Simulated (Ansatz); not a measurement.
Ansatz (a program for electronic structure) input:

Ansatz 0.2 input:
```yaml
crystal:
  periodic: [false, false, false]
  atoms:
    - {symbol: O, position_ang: [0.21607434, -1.02505445, -1.52572186]}
    - {symbol: Si, position_ang: [-0.24921035, -0.21058624, -0.21054232]}
    - {symbol: O, position_ang: [-1.81190948, -0.34414589, 0.17640653]}
    - {symbol: O, position_ang: [0.26143006, -1.57030381, 0.93222362]}
    - {symbol: Si, position_ang: [0.89484112, 1.75922624, 0.36128374]}
    - {symbol: H, position_ang: [0.48595177, -0.63576090, -2.36274873]}
    - {symbol: H, position_ang: [-2.45708913, 0.36897726, 0.16128072]}
    - {symbol: H, position_ang: [-0.42565011, -1.91151177, 1.53194265]}
    - {symbol: H, position_ang: [0.76263755, -2.30391943, 0.53362051]}
    - {symbol: H, position_ang: [2.33296634, 1.45470889, 0.24040747]}
    - {symbol: H, position_ang: [0.48934566, 2.09268709, 1.73967956]}
    - {symbol: H, position_ang: [0.44824786, 2.76989224, -0.61782826]}
basis:
  gaussian:
    orbitals: def2-TZVPD
hamiltonian:
  xc: {name: PBE0}
total_charge: 1
output: {forces: true}
```

**Question.** Predict the final energy.

**Answer.** -808.36909 Eh (PBE0/def2-TZVPD). The basis has 269 functions.

It need not be the lowest isomer of its formula.
